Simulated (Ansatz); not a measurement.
Isomers of CH7FSi2, relaxed with PBE0-D4/def2-TZVP in Ansatz; electronic energies, one conformer each and not always the lowest. Functionals use def2-TZVPP; CBS adds triple-zeta CCSD(T) − MP2 to the MP2 limit of def2-TZVPP and def2-QZVPP.

Problem. Order them by energy at frozen-core CCSD(T)/CBS, lowest first. (Best estimate.)
A. `C[SiH2][SiH2]F`
B. `FC[SiH2][SiH3]`
C. `F[SiH2]C[SiH3]`

Solution. C (0.0 kJ/mol), A (20.7 kJ/mol), B (257.5 kJ/mol).

Problem. How do HF/CBS(def2), ωB97M-V, PBE0-D4, B2PLYP place them (kJ/mol, against `F[SiH2]C[SiH3]`)? (Estimate.)

Solution. Ansatz gave: 
```
          isomer  HF/CBS(def2)  ωB97M-V  PBE0-D4  B2PLYP
`FC[SiH2][SiH3]`         263.6    254.0    234.9   252.9
`C[SiH2][SiH2]F`          25.2     24.3     10.8    19.2
```
